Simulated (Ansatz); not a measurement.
The cluster Li₁₉⁺, relaxed as a singlet with RKS PBE/def2-SVP in Ansatz, starting from the GFN1-xTB geometry. Force threshold 0.02 eV/Å.

The restricted singlet is unstable towards broken spin symmetry in Hartree–Fock (as tested in another run); at PBE/def2-SVP this wasn't settled. Another isomer (singlet) lies 0.65 eV lower at PBE0/def2-TZVP; other spin states weren't run for this one.

Start:

Cartesian coordinates in Å:
```
Li 1.7907 -1.5728 1.8130
Li 0.3545 1.8773 -2.9200
Li -1.6618 -0.0525 -2.7313
Li 1.0346 -0.7291 -3.0817
Li -0.8035 -2.4469 -1.8826
Li 0.1386 -3.4459 0.4739
Li -3.1723 0.2123 -0.4877
Li 2.3127 1.3359 1.4090
Li 3.7605 -0.6273 0.2404
Li -0.7951 -2.1409 2.6442
Li -2.4515 -0.0318 2.2021
Li -1.9163 2.4081 -1.6048
Li -2.3281 -2.1638 0.3658
Li 0.2146 0.3859 3.0245
Li 0.3676 2.9427 2.3227
Li 2.4560 1.0240 -1.4314
Li -1.8575 2.2606 1.0501
Li 1.9488 -2.1298 -1.0330
Li 0.6074 2.8940 -0.3732
```

```json
{"step": "1", "energy (eV)": "-3867.9735", "largest force component (eV/Å)": "0.797", "SCF passes": "40"}
{"step": "2", "energy (eV)": "-3868.8901", "largest force component (eV/Å)": "0.533", "SCF passes": "25"}
{"step": "3", "energy (eV)": "-3869.5192", "largest force component (eV/Å)": "0.341", "SCF passes": "24"}
{"step": "4", "energy (eV)": "-3869.9394", "largest force component (eV/Å)": "0.225", "SCF passes": "24"}
{"step": "5", "energy (eV)": "-3870.2376", "largest force component (eV/Å)": "0.267", "SCF passes": "23"}
{"step": "6", "energy (eV)": "-3870.4706", "largest force component (eV/Å)": "0.294", "SCF passes": "24"}
{"step": "7", "energy (eV)": "-3870.6744", "largest force component (eV/Å)": "0.283", "SCF passes": "24"}
{"step": "8", "energy (eV)": "-3870.8750", "largest force component (eV/Å)": "0.260", "SCF passes": "33"}
{"step": "9", "energy (eV)": "-3871.0956", "largest force component (eV/Å)": "0.227", "SCF passes": "32"}
{"step": "10", "energy (eV)": "-3871.3165", "largest force component (eV/Å)": "0.151", "SCF passes": "28"}
{"step": "11", "energy (eV)": "-3871.4845", "largest force component (eV/Å)": "0.101", "SCF passes": "26"}
{"step": "12", "energy (eV)": "-3871.6069", "largest force component (eV/Å)": "0.079", "SCF passes": "25"}
{"step": "13", "energy (eV)": "-3871.7030", "largest force component (eV/Å)": "0.066", "SCF passes": "24"}
{"step": "14", "energy (eV)": "-3871.7423", "largest force component (eV/Å)": "0.122", "SCF passes": "24"}
{"step": "15", "energy (eV)": "-3871.7694", "largest force component (eV/Å)": "0.086", "SCF passes": "25"}
{"step": "16", "energy (eV)": "-3871.7876", "largest force component (eV/Å)": "0.026", "SCF passes": "24"}
{"step": "17", "energy (eV)": "-3871.7993", "largest force component (eV/Å)": "0.039", "SCF passes": "24"}
{"step": "18", "energy (eV)": "-3871.8026", "largest force component (eV/Å)": "0.019", "SCF passes": "24"}
{"step": "19", "energy (eV)": "-3871.8065", "largest force component (eV/Å)": "0.025", "SCF passes": "24"}
{"step": "20", "energy (eV)": "-3871.8077", "largest force component (eV/Å)": "0.019", "SCF passes": "23"}
{"step": "21", "energy (eV)": "-3871.8082", "largest force component (eV/Å)": "0.020", "SCF passes": "24"}
{"step": "22", "energy (eV)": "-3871.8091", "largest force component (eV/Å)": "0.007", "SCF passes": "24"}
```

Force components are those of the run's own axes.

End:

```csv
atom,x (Å),y (Å),z (Å)
Li1,1.697,-1.866,2.228
Li2,-0.057,2.075,-3.950
Li3,-0.449,0.577,-1.827
Li4,1.480,-1.376,-3.295
Li5,-1.110,-2.311,-1.873
Li6,0.806,-3.780,0.066
Li7,-3.080,-0.095,-0.683
Li8,1.968,1.098,1.181
Li9,3.779,-1.584,-0.376
Li10,-1.461,-2.930,3.029
Li11,-3.008,0.588,2.327
Li12,-2.359,2.900,-0.911
Li13,-1.002,-1.403,0.944
Li14,-0.175,0.232,3.353
Li15,-0.620,3.364,2.283
Li16,2.530,1.106,-1.924
Li17,-0.795,1.232,0.721
Li18,1.197,-1.029,-0.496
Li19,0.659,3.203,-0.798
```

Bonds lost: Li1–Li9, Li1–Li10, Li2–Li4, Li2–Li12, Li2–Li16, Li2–Li19, Li6–Li10, Li8–Li9 (atoms count from 1). Bonds formed: Li1–Li13, Li3–Li16, Li3–Li17, Li3–Li18, Li3–Li19, Li8–Li17, Li8–Li18, Li13–Li14 (atoms count from 1).

The force fell under the threshold at step 18, but the optimiser went on and released 0.007 eV more. No frequencies were taken in this run, so the end may be a saddle point.

It took 84 s on 4 threads of Arm Neoverse V2 on a shared host.
